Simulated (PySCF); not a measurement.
# `InChI=1S/C7H8F2/c1-3-6(2)4-7(9)5-8/h3-4H,1-2,5H2/b7-4+`

Cartesian coordinates in Å; atom numbers follow the order of the lines, from 1:
```xyz
17

C     0.0192    0.0910    2.0683
C    -0.4861    0.9193    1.1626
C    -0.9964    0.5265   -0.1460
C    -1.7586    1.3529   -0.8652
C    -0.6868   -0.8183   -0.6593
C     0.5374   -1.2897   -0.8405
F     0.7030   -2.5537   -1.3106
C     1.8596   -0.6111   -0.6349
F     1.7690    0.7399   -0.8329
H     0.0974   -0.9702    1.8967
H     0.3571    0.4451    3.0270
H    -0.5763    1.9732    1.3874
H    -2.1512    1.0688   -1.8263
H    -1.9955    2.3442   -0.5197
H    -1.5217   -1.4460   -0.9389
H     2.2409   -0.7591    0.3838
H     2.5820   -1.0006   -1.3616
```

Computed with quadratic response PBE0/def2-SVPD first hyperpolarisability, Taylor convention, gas phase in PySCF. Geometry: GFN2-xTB.

(1) Give the tensor of the static β(0;0,0) in the axes of these coordinates.

## Answers

(1) In au, Taylor convention; rows are the first index (the induced dipole):
```csv
,xx,yy,zz,xy,xz,yz
x,+14.9,+52.7,+19.7,-4.8,-1.6,-4.3
y,-4.8,-79.4,-12.4,+52.7,-4.3,-10.5
z,-1.6,-10.5,-59.3,-4.3,+19.7,-12.4
```
Norm of βᵢ = ⅓ Σⱼ (βᵢⱼⱼ + βⱼᵢⱼ + βⱼⱼᵢ): 148.6 au, hyper-Rayleigh value 60.3 au.
